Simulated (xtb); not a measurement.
CH5F2NSi, SMILES CN[SiH](F)F. All values are semi-empirical tight-binding results from xtb (GFN2-xTB unless named), good for trends rather than for accurate numbers. Coordinates come from a GFN2-xTB optimisation. The structure was generated by enumeration, and PubChem lists no compound with its InChIKey, so it may never have been made. The values are those of a single conformer.

Optimised geometry:

```xyz
10

Si     0.5655    -0.2579     0.1189
F      1.5025     0.8325     0.8112
F      0.7511    -0.0640    -1.4546
N     -1.0261     0.1977     0.5073
C     -2.2198    -0.3633    -0.0879
H      1.0922    -1.5662     0.4330
H     -1.1991     0.5678     1.4299
H     -2.0005    -0.6489    -1.1138
H     -3.0144     0.3841    -0.0961
H     -2.5769    -1.2468     0.4507
```

Problem. Estimate the properties. (An estimate is asked for; the answer gives what the named calculation found.)

Solution. 
```json
{
 "orbital_gap": "6.34 eV",
 "dipole_moment": "3.43 D",
 "zero_point_energy": "42.3 kcal/mol",
 "G − E(el) at 298.15 K (modified RRHO)": "22.8 kcal/mol",
 "static polarisability (D4 model)": "59.6 bohr³",
 "solvation energy, GFN2-xTB/ALPB(water)": "-1.8 kcal/mol",
 "solvation energy, GFN2-xTB/ALPB(acetone)": "-3.6 kcal/mol"
}
```

Computed atomic charges and the Wiberg bond orders between heavy atoms:
charges (e) Si1 0.62, F2 -0.27, F3 -0.26, N4 -0.29, C5 -0.04, H6 -0.04, H7 0.16, H8 0.05, H9 0.05, H10 0.03. Bond orders Si1–F2 1.07, Si1–F3 1.08, Si1–N4 1.19, N4–C5 1.03.
